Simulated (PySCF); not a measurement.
## Spectroscopy problems

- B3LYP/pcJ-1 coupling constants (spin–dipole term left out of most H,H and C,H couplings)
- geometry from GFN2-xTB
- σ from GIAO-PBE0/pcSseg-1
- run in PySCF 2.14.0 with density-fitted response routines
- one computed conformer, equivalent nuclei averaged, no relativistic terms, gas phase

δ = σ(ref) − σ, references computed at the same level: ¹H (σ = 31.72 ppm) and ¹³C (σ = 186.93 ppm) against TMS. Multiplet labels drop J under 1 Hz and among equivalent protons, and merge close values. Unscaled 3J(H,H) run several per cent high. Splittings of carbon signals by F and P are missing where no couplings were computed. Where no couplings were computed, multiplicities follow the n + 1 count of equivalent neighbours, and m marks all less simple cases (inequivalent or close neighbours, rings, F or P nearby). Vicinal couplings that depend on rotamer populations or ring flexing (ring, CH–CH, X–H and H–F types) are those of the one conformer. One-bond C–F couplings are unscaled and too large by tens of Hz. Shifts are as computed. Against solution values, carbons near 30 ppm lie about +3 ppm off and those near 130 ppm about +5 ppm (rms about the fit 2.1 ppm; single classes can miss by 10 ppm). Of 1328 compounds with measured shifts, 309 miss one by over three times the rms of a fit or turn the order of signals round; such compounds aren't used in these exercises. Signals without a measured value on file couldn't be tested in this way; 1H shifts scatter by 0.2 ppm about their fit, and single ones miss by 0.5 ppm.

Q: C$_{4}$H$_{5}$FN$_{2}$. ¹H NMR (600 MHz, computed): δ 7.30 (m, 1H), 7.26 (m, 1H), 3.98 (s, 3H). ¹³C{¹H} NMR (computed): δ 161.9 (C), 128.5 (CH), 118.6 (CH), 40.9 (CH3). Give a structure.

A: SMILES Fc1cn(C)nc1. The formula gives 3 degrees of unsaturation (1 ring in the answer). 4 carbon signals for 4 carbons: no two carbons are equivalent. Carbon types of the structure: 1 × C, 2 × CH, 1 × CH3, which accounts for all hydrogens. δC 161.9: aromatic carbon bearing fluorine; the electronegative substituent deshields the carbon that carries it. δC 128.5, 118.6: aromatic CH next to a ring nitrogen. δC 40.9: methyl carbon bonded to N; the inductive effect lowers its shielding. δH 7.30, 7.26: hydrogen on an aromatic CH next to a ring nitrogen; the ring current deshields protons in the ring plane.

The data come from this structure; uniqueness wasn't tested.

Q: C$_{4}$H$_{5}$FN$_{2}$. ¹H NMR (400 MHz, computed): δ 7.89 (m, 1H), 5.52 (m, 1H), 3.83 (s, 3H). ¹³C{¹H} NMR (computed): δ 161.7 (CH), 119.0 (C), 82.9 (CH), 50.6 (CH3). Identify the compound.

A: SMILES C/N=C/[C@@H](F)C#N. Rings plus π bonds: 3 (no ring in the answer). 4 carbon signals for 4 carbons: no two carbons are equivalent. Carbon types of the structure: 1 × C, 2 × CH, 1 × CH3, which accounts for all hydrogens. δC 161.7: C=N carbon. δC 119.0: nitrile carbon; C≡N carbons fall here, among the sp2 signals but without a proton. δC 82.9: sp3 CH bonded to F, α to a nitrile; the inductive effect lowers its shielding. δH 3.83: hydrogen on a methyl carbon bonded to N; its carbon carries N, which withdraws density.

This is the structure that produced the data. Such data don't tell enantiomers apart.

Q: C$_{4}$H$_{5}$FN$_{2}$. ¹H NMR (400 MHz, computed): δ 6.95 (m, 1H), 6.53 (m, 1H), 3.63 (s, 3H). ¹³C{¹H} NMR (computed): δ 157.4 (C), 130.1 (CH), 118.7 (CH), 30.6 (CH3). What is it?

A: SMILES C1=CN=C(F)N1C. The formula gives 3 degrees of unsaturation (1 ring in the answer). 4 carbon signals for 4 carbons: no two carbons are equivalent. Carbon types of the structure: 1 × C, 2 × CH, 1 × CH3, which accounts for all hydrogens. δC 157.4: aromatic carbon bearing fluorine; the electronegative substituent deshields the carbon that carries it. δC 130.1, 118.7: aromatic CH next to a ring nitrogen. δC 30.6: methyl carbon bonded to N; the inductive effect lowers its shielding. δH 6.95, 6.53: hydrogen on an aromatic CH next to a ring nitrogen; the ring current deshields protons in the ring plane.

This is the structure that produced the data.

Q: C$_{4}$H$_{5}$FN$_{2}$. ¹H NMR (400 MHz, computed): δ 7.68 (dqd, J = 15.7, 3.2, 2.3 Hz, 1H), 5.82 (d of quint, J = 54.8, 2.0 Hz, 1H), 3.84 (dd, J = 3.2, 2.0 Hz, 3H). ¹³C{¹H} NMR (computed): δ 157.9 (CH, d, J = 37.2 Hz), 117.6 (C, d, J = 27.0 Hz), 78.1 (CH, d, J = 237.8 Hz), 44.5 (CH3). What is it?

A: `C/N=C\[C@H](F)C#N`. The formula gives 3 degrees of unsaturation (no ring in the answer). 4 carbon signals for 4 carbons: no two carbons are equivalent. Carbon types of the structure: 1 × C, 2 × CH, 1 × CH3, which accounts for all hydrogens. δC 157.9: C=N carbon. δC 117.6: nitrile carbon; this is the usual window of a C≡N carbon, which has no attached hydrogen. δC 78.1: sp3 CH bonded to F, α to a nitrile; pulled downfield by the heteroatom. δH 3.84: hydrogen on a methyl carbon bonded to N; its carbon carries N, which withdraws density.

This is the structure that produced the data. Such data don't tell enantiomers apart.
